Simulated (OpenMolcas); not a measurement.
# Lines of Ti: computed and rescaled rates

```json
{
  "Program": "OpenMolcas 26.06",
  "Method": "MS-CASPT2, IPEA 0.25 Eh, imaginary shift 0.1 Eh (closed shells correlated: 3s 3p)",
  "Basis": "ANO-R3 [7s5p5d3f2g1h]",
  "Scalar Hamiltonian": "X2C, finite nucleus",
  "Active space": "4 electrons in 6 orbitals (3d 4s)",
  "State averaging": "2S+1 = 3 even, 55 roots; 2S+1 = 5 even, 10 roots kept (CI in the orbitals of an earlier block); 2S+1 = 1 even, 49 roots kept (CI in the orbitals of an earlier block)",
  "Spin-orbit coupling": "RASSI with atomic mean-field integrals over the reference wave functions, term energies averaged over their components"
}
```

Rates come from the transition moments of the reference wave functions (E1 and E2 in the length form). At fixed line strength A goes as λ^-3 for E1 and M1 and as λ^-5 for E2, so a rate at the computed wavelength can be rescaled to the measured one. Measured vacuum wavelengths follow from level energies in NIST Handbook of Basic Atomic Spectroscopic Data. Branching counts decays inside the model space alone, at computed energies, and the table is only a selection of the M1 lines, drawn from those between levels with measured partners whose computed energy lies within a factor of 1.5 of the measured one.

```
      Upper        Lower  Type  λ computed (nm)  λ measured (nm)  A computed (s-1)  A rescaled (s-1)  Branching %
 3d3 4s 5F3   3d3 4s 5F2    M1           140200           160700          2.53e-05          1.68e-05         92.2
 3d3 4s 5F4   3d3 4s 5F3    M1           106100           122300          4.73e-05          3.09e-05         96.3
 3d3 4s 5F5   3d3 4s 5F4    M1            85880            99790          5.13e-05          3.27e-05         96.3
3d2 4s2 3F3  3d2 4s2 3F2    M1            68910            58780          7.88e-05          1.27e-04        100.0
3d2 4s2 3F4  3d2 4s2 3F3    M1            53910            46140          1.30e-04          2.07e-04        100.0
```

The largest correction is for 3d2 4s2 3F3 → 3d2 4s2 3F2 (M1): 7.88e-05 × (68910 / 58780)^3 = 1.27e-04 s-1, a factor of 1.61.

No measured rate stands beside these. Rescaling mends the energy factor alone: line strengths can still be far off where a level mixes with configurations outside the active space, and weak or spin-changing lines hang on small mixing coefficients that depend on the term gaps too, so rescaling need not improve them.

Term energies are means over components that CASPT2 splits; among the terms shown or strongly mixed into the levels shown the widest spread is 3500 cm-1 (3d2 4s2 3F). Over all roots computed the reference weight is 0.83 to 0.92; the roots of lowest weight are the least certain, and an intruder state may touch them. Terms from blocks run as CI alone lack orbitals of their own. Configurations are named by rounded mean occupations; where the s occupation lies near a half they are strongly mixed, a name can repeat and a true partner stay unpaired. A single d shell beside an s shell can misplace configurations of different d count against each other. Computed and measured levels are paired by configuration, term and J; levels that our copy of the source lacks, or whose pairing is in doubt (as where it misses far off the trend of its configuration), stay unpaired. Only configurations of the active space appear.
